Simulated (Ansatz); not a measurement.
```yaml
crystal:
  periodic: [false, false, false]
  atoms:
    - {symbol: B, position_ang: [-0.633127, 0.900918, 1.089288]}
    - {symbol: C, position_ang: [-0.367779, -0.548994, 1.491412]}
    - {symbol: Ga, position_ang: [0.433841, -1.299686, -0.201525]}
    - {symbol: C, position_ang: [0.725684, -0.094860, -1.999035]}
    - {symbol: O, position_ang: [0.219430, 0.808182, -1.275504]}
    - {symbol: H, position_ang: [-1.697879, 1.213677, 0.641810]}
    - {symbol: H, position_ang: [0.190328, 1.742553, 1.301870]}
    - {symbol: H, position_ang: [-1.223796, -1.210354, 1.653025]}
    - {symbol: H, position_ang: [0.416669, -0.751320, 2.226311]}
    - {symbol: H, position_ang: [0.122888, -0.617012, -2.759749]}
    - {symbol: H, position_ang: [1.813752, -0.143103, -2.167905]}
basis:
  gaussian: {orbitals: def2-TZVPP}
total_charge: -3
magnetization: {spin_polarized: true, initial_magnetization: 1}
hamiltonian: {xc: {name: r2SCAN50}, dispersion: d4}
output: {forces: true}
```

```sh
$ ansatz run in.yaml --threads 4 --pin off --events-out ev --progress --plain --max-ram 10444MiB
```

Output, abridged:

```
Functional definition: r2SCAN50
  name "r2SCAN50"
  cite "Bursch, Neugebauer, Ehlert & Grimme, J. Chem. Phys. 156, 134105 (2022) doi:10.1063/5.0086040"
  cite "Furness, Kaplan, Ning, Perdew & Sun, J. Phys. Chem. Lett. 11, 8208 (2020) doi:10.1021/acs.jpclett.0c02405"
  cite "Furness, Kaplan, Ning, Perdew & Sun, J. Phys. Chem. Lett. 11, 9248 (2020) doi:10.1021/acs.jpclett.0c03077"
  parent r2scan
  parameter a = 0.5
  parameter k0 = 0.174
  parameter k1 = 0.065
  parameter a1 = 4.9479
  exchange = (1 - a)*r2scan_x(k0 = k0, k1 = k1, a1 = a1) + a*exact_x
  correlation = r2scan_c
1635 factors; their error is unknown
mean field evaluation 1: about -57225.1588 eV, gradient 6.5e1 eV
mean field evaluation 2: about -57168.4566 eV, gradient 1.3e2 eV
mean field evaluation 4: about -57251.9504 eV, gradient 1.4e1 eV
mean field evaluation 8: about -57253.3806 eV, gradient 3.5e-1 eV
mean field evaluation 16: about -57253.3938 eV, gradient 4.4e-2 eV
mean field evaluation 64: about -57253.5184 eV, gradient 9.3e-1 eV
mean field evaluation 96: about -57254.1177 eV, gradient 5.9e-1 eV
mean field -57254.18269094 eV, -2104.0524056131 hartree, gradient 3.9e-6 eV, S^2 1.771348; 10 other end points of the search recorded, 0 dependent functions left out
the calculation of the forces begins
reference -57254.18270030 eV, -2104.0524059570 hartree; 33, 32 occupied and 223, 224 virtual orbitals, 1635 factors
Total energy: -57254.30738417 eV, -2104.0569880050 hartree
Atom 0 at    -0.633127     0.900918     1.089288 Å, force    -0.913333     0.746541     2.011195 eV/Å
Atom 1 at    -0.367779    -0.548994     1.491412 Å, force    -0.056170    -0.266968     0.378894 eV/Å
Atom 2 at     0.433841    -1.299686    -0.201525 Å, force     0.791697    -2.040392    -0.631525 eV/Å
Atom 3 at     0.725684    -0.094860    -1.999035 Å, force     0.611369    -1.783581    -0.315778 eV/Å
Atom 4 at     0.219430     0.808182    -1.275504 Å, force    -0.658160     2.141287     0.164385 eV/Å
Atom 5 at    -1.697879     1.213677     0.641810 Å, force     0.147033     0.158159    -0.323939 eV/Å
Atom 6 at     0.190328     1.742553     1.301870 Å, force     0.017984     0.122059    -0.369309 eV/Å
Atom 7 at    -1.223796    -1.210354     1.653025 Å, force     0.291471     0.359509     0.069477 eV/Å
Atom 8 at     0.416669    -0.751320     2.226311 Å, force    -0.403253     0.165919    -0.173739 eV/Å
Atom 9 at     0.122888    -0.617012    -2.759749 Å, force     0.106937     0.205059    -0.397516 eV/Å
Atom 10 at     1.813752    -0.143103    -2.167905 Å, force     0.064426     0.192407    -0.412144 eV/Å
Dipole moment:     0.829965    -1.066593    -1.520174 e Å
```

Problem. What is wrong with this run?

Solution. The charge is far from anything that the molecule holds. The calculation finished and met its thresholds. The result belongs to that input, not to the molecule as meant.

Scalar relativity is left out up to krypton.
